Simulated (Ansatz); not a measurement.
Frontier orbitals of CH₈B₂Si.

```xyz
12

B     0.890    0.665    1.057
B     0.550   -0.668    0.366
C     0.093   -1.879   -0.432
Si   -0.641    1.365   -0.233
H     1.837    1.292    0.659
H     0.422    0.911    2.138
H    -0.996   -1.990   -0.382
H     0.351   -1.733   -1.488
H     0.559   -2.805   -0.087
H    -0.383    1.221   -1.695
H    -0.682    2.818    0.078
H    -2.001    0.804    0.017
```

Charge 0, multiplicity 1. The bonds changed during the relaxation, so this is another structure than the one it started from. Geometry: relaxed with PBE0-D4/def2-TZVP. Basis def2-TZVPP, Ansatz.

Orbital energies of one run (eV). Highest occupied ones, from the top: -9.76, -11.74, -11.79, -12.92, -13.02, -15.26, -15.42, -15.56, -17.03, -19.93, -24.33, -99.98, -99.99, -100.00. Empty: 0.76, 1.34, 2.31, 3.04, 3.69, 3.81.

Which functional gave them?
A. B3LYP
B. LC-ωPBE
C. ωB97M-V
D. BHLYP

B. HOMO energies: LC-ωPBE -9.76, ωB97M-V -9.28, BHLYP -8.12, B3LYP -7.03 eV.

B3LYP here is the variant with VWN-RPA as its local correlation; programs differ in this. LC-ωPBE has ω = 0.4 bohr⁻¹.
